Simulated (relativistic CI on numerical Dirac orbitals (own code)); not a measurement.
Energy levels of Ce¹⁹⁺

These numbers are calculated, not measured: Dirac-Coulomb-Breit CI, orbitals from a KLI potential per configuration, a model potential for QED, unscaled Slater integrals (own radial code, finite nucleus).

CI space (outside the closed core [Ar] 3d10): 4s2 4p6 4d3, 4s2 4p5 4d4, 4s2 4p6 4d2 4f, 4s 4p6 4d4, 4s2 4p6 4d2 5s, 4s 4p6 4d3 4f, 4s2 4p6 4d2 5p, 4s2 4p6 4d 4f 5s, 4s2 4p6 4d2 5d, 4s2 4p6 4d 5s 5p, 4s2 4p6 4d 4f2, 4s2 4p6 4f3, 4s2 4p6 4f2 5s, 4s 4p6 4d 4f3, 4s2 4p6 4f2 5p, 4p6 4d5, 4p5 4d6, 4s2 4p6 4d 5s2, 4s2 4p6 4f 5s2, 4s 4p6 4d 4f 5s2, 4s2 4p6 5s2 5p. Double excitations out of closed p, d and f shells are left out; levels of such configurations are missing from the list, as are those of other unlisted configurations, and high levels can miss mixing partners. These lack a partner that the ground configuration has and come out too high: 4s2 4p6 4d2 5d.

The lowest level is 4s2 4p6 4d3 4F_3/2, with 76 % of that term; Hund's rules for 4s2 4p6 4d3 give 4F with J = 3/2, in agreement.

| No. | Configuration | Term | J | E (eV) | % | Landé g | Lifetime (s) |
| --- | --- | --- | --- | --- | --- | --- | --- |
| 1 | 4s2 4p6 4d3 | 4F | 3/2 | 0.000 | 76 | 0.521 |  |
| 2 | 4s2 4p6 4d3 | 4F | 5/2 | 2.582 | 93 | 1.039 | 3.17e-03 |
| 3 | 4s2 4p6 4d3 | 4F | 7/2 | 4.390 | 79 | 1.172 | 1.00e-02 |
| 4 | 4s2 4p6 4d3 | 4P | 3/2 | 4.881 | 47 | 1.363 | 2.45e-03 |
| 5 | 4s2 4p6 4d3 | 4F | 9/2 | 5.404 | 47 | 1.184 | 1.11e-01 |
| 6 | 4s2 4p6 4d3 | 4P | 1/2 | 5.700 | 71 | 2.099 | 8.89e-03 |
| 7 | 4s2 4p6 4d3 | 2G | 7/2 | 8.295 | 76 | 0.967 | 9.91e-04 |
| 8 | 4s2 4p6 4d3 | 4P | 5/2 | 8.481 | 87 | 1.539 | 3.25e-03 |
| 9 | 4s2 4p6 4d3 | 2H | 9/2 | 8.798 | 54 | 1.088 | 1.59e-03 |
| 10 | 4s2 4p6 4d3 | 2D | 3/2 | 9.735 | 45 | 1.162 | 5.39e-04 |
| 11 | 4s2 4p6 4d3 | 2P | 1/2 | 10.407 | 71 | 1.234 | 1.05e-03 |
| 12 | 4s2 4p6 4d3 | 2H | 11/2 | 11.555 | 100 | 1.089 | 3.28e-03 |
| 13 | 4s2 4p6 4d3 | 2D | 5/2 | 11.903 | 90 | 1.203 | 1.15e-03 |
| 14 | 4s2 4p6 4d3 | 2F | 5/2 | 13.362 | 80 | 0.940 | 1.69e-03 |
| 15 | 4s2 4p6 4d3 | 2G | 9/2 | 13.524 | 57 | 1.077 | 6.56e-04 |
| 16 | 4s2 4p6 4d3 | 2F | 7/2 | 13.878 | 93 | 1.126 | 1.77e-03 |
| 17 | 4s2 4p6 4d3 | 2P | 3/2 | 14.456 | 58 | 1.198 | 5.52e-04 |
| 18 | 4s2 4p6 4d3 | 2D | 3/2 | 19.706 | 97 | 0.814 | 4.98e-04 |
| 19 | 4s2 4p6 4d3 | 2D | 5/2 | 20.327 | 78 | 1.158 | 2.86e-04 |
| 20 | 4s2 4p5 4d4 | 6D° | 3/2 | 93.979 | 44 | 1.790 | 1.71e-09 |
| 21 | 4s2 4p5 4d4 | 6D° | 5/2 | 94.231 | 60 | 1.610 | 2.12e-09 |
| 22 | 4s2 4p5 4d4 | 6D° | 7/2 | 94.697 | 66 | 1.535 | 3.46e-09 |
| 23 | 4s2 4p5 4d4 | 6D° | 9/2 | 95.523 | 64 | 1.489 | 2.15e-08 |
| 24 | 4s2 4p5 4d4 | 6D° | 1/2 | 96.363 | 61 | 2.737 | 4.14e-10 |
| 25 | 4s2 4p5 4d4 | 6F° | 11/2 | 99.077 | 68 | 1.384 | 5.28e-08 |
| 26 | 4s2 4p5 4d4 | 4F° | 3/2 | 99.472 | 26 | 1.111 | 7.78e-10 |
| 27 | 4s2 4p5 4d4 | 6P° | 3/2 | 100.050 | 26 | 1.802 | 3.02e-10 |
| 28 | 4s2 4p5 4d4 | 4D° | 7/2 | 100.498 | 27 | 1.152 | 2.03e-09 |
| 29 | 4s2 4p5 4d4 | 4F° | 5/2 | 101.071 | 30 | 1.303 | 6.81e-10 |
| 30 | 4s2 4p5 4d4 | 4F° | 9/2 | 101.177 | 27 | 1.214 | 2.17e-09 |
| 31 | 4s2 4p5 4d4 | 4D° | 5/2 | 101.623 | 37 | 1.247 | 6.97e-10 |
| 32 | 4s2 4p5 4d4 | 4D° | 1/2 | 101.726 | 62 | 0.495 | 8.83e-10 |
| 33 | 4s2 4p5 4d4 | 4F° | 7/2 | 101.849 | 36 | 1.302 | 7.44e-10 |
| 34 | 4s2 4p5 4d4 | 4F° | 3/2 | 101.957 | 35 | 1.275 | 6.09e-10 |
| 35 | 4s2 4p5 4d4 | 6F° | 9/2 | 102.060 | 49 | 1.329 | 1.64e-09 |
| 36 | 4s2 4p5 4d4 | 4F° | 7/2 | 102.232 | 32 | 1.211 | 3.12e-10 |
| 37 | 4s2 4p5 4d4 | 4H° | 11/2 | 102.738 | 45 | 1.140 | 3.32e-09 |
| 38 | 4s2 4p5 4d4 | 4G° | 5/2 | 102.789 | 48 | 0.751 | 5.94e-11 |
| 39 | 4s2 4p5 4d4 | 4D° | 3/2 | 103.196 | 33 | 1.469 | 1.02e-09 |
| 40 | 4s2 4p5 4d4 | 4D° | 7/2 | 103.336 | 40 | 1.162 | 2.08e-10 |
| 41 | 4s2 4p5 4d4 | 4D° | 5/2 | 103.702 | 38 | 1.338 | 1.78e-10 |
| 42 | 4s2 4p5 4d4 | 4H° | 13/2 | 103.825 | 56 | 1.174 | 2.67e-09 |
| 43 | 4s2 4p5 4d4 | 4G° | 9/2 | 103.882 | 47 | 1.122 | 1.52e-10 |
| 44 | 4s2 4p5 4d4 | 4G° | 11/2 | 103.916 | 51 | 1.240 | 6.47e-10 |
| 45 | 4s2 4p5 4d4 | 4P° | 5/2 | 104.632 | 38 | 1.365 | 4.28e-10 |
| 46 | 4s2 4p5 4d4 | 4G° | 7/2 | 104.795 | 35 | 1.000 | 1.62e-10 |
| 47 | 4s2 4p5 4d4 | 2G° | 9/2 | 105.104 | 29 | 1.075 | 4.96e-10 |
| 48 | 4s2 4p5 4d4 | 4I° | 15/2 | 105.163 | 80 | 1.172 | 1.12e-02 |
| 49 | 4s2 4p5 4d4 | 2F° | 5/2 | 105.619 | 23 | 1.025 | 1.06e-10 |
| 50 | 4s2 4p5 4d4 | 4F° | 9/2 | 105.864 | 25 | 1.119 | 3.46e-10 |
| 51 | 4s2 4p5 4d4 | 4D° | 3/2 | 106.234 | 29 | 1.195 | 1.72e-10 |
| 52 | 4s2 4p5 4d4 | 4D° | 7/2 | 106.295 | 39 | 1.191 | 2.39e-10 |
| 53 | 4s2 4p5 4d4 | 4P° | 1/2 | 106.439 | 29 | 1.114 | 2.97e-11 |
| 54 | 4s2 4p5 4d4 | 2H° | 11/2 | 106.794 | 29 | 1.086 | 1.60e-10 |
| 55 | 4s2 4p5 4d4 | 4G° | 5/2 | 107.027 | 31 | 0.958 | 4.36e-10 |
| 56 | 4s2 4p5 4d4 | 4F° | 3/2 | 107.212 | 27 | 0.879 | 3.79e-11 |
| 57 | 4s2 4p5 4d4 | 4F° | 9/2 | 107.389 | 28 | 1.133 | 2.73e-10 |
| 58 | 4s2 4p5 4d4 | 4G° | 7/2 | 107.645 | 35 | 1.064 | 1.08e-10 |
| 59 | 4s2 4p5 4d4 | 2H° | 11/2 | 107.803 | 36 | 1.139 | 3.78e-10 |
| 60 | 4s2 4p5 4d4 | 4D° | 1/2 | 107.964 | 28 | 1.364 | 7.38e-11 |
| 61 | 4s2 4p5 4d4 | 2I° | 13/2 | 108.069 | 43 | 1.134 | 7.69e-09 |
| 62 | 4s2 4p5 4d4 | 4F° | 3/2 | 108.251 | 32 | 0.897 | 9.18e-11 |
| 63 | 4s2 4p5 4d4 | 4P° | 5/2 | 108.476 | 24 | 1.267 | 6.10e-11 |
| 64 | 4s2 4p5 4d4 | 2D° | 3/2 | 109.222 | 38 | 1.166 | 1.30e-10 |
| 65 | 4s2 4p5 4d4 | 4H° | 11/2 | 109.377 | 41 | 1.120 | 2.44e-10 |
| 66 | 4s2 4p5 4d4 | 2F° | 7/2 | 109.511 | 32 | 1.225 | 7.74e-11 |
| 67 | 4s2 4p5 4d4 | 4H° | 13/2 | 109.557 | 67 | 1.188 | 1.93e-09 |
| 68 | 4s2 4p5 4d4 | 4F° | 7/2 | 109.860 | 25 | 1.191 | 4.82e-11 |
| 69 | 4s2 4p5 4d4 | 4G° | 9/2 | 109.909 | 39 | 1.186 | 4.36e-11 |
| 70 | 4s2 4p5 4d4 | 2D° | 5/2 | 110.005 | 26 | 1.179 | 7.24e-11 |

Energies count from the lowest computed level; ° marks odd parity; lifetimes are radiative, by E1, M1, E2, M2, E3 decay to levels of this space only.

The mean weight of the leading LS term, summed over parents, in these 70 levels is 49 %, and that of the leading jj configuration (from the same eigenvectors) 62 %, so jj coupling describes them better and the LS labels are nominal.

At this charge energies of transitions that change n are usually good to better than 1 %, and those within a shell (Δn = 0) to a few per cent. Terms inside the open d or f shell come out 10 to 20 % too wide with unscaled integrals.

LS names give the leading component of a level, which can be under half, so a name can repeat, a term be missing and a line seem to break the LS rules.
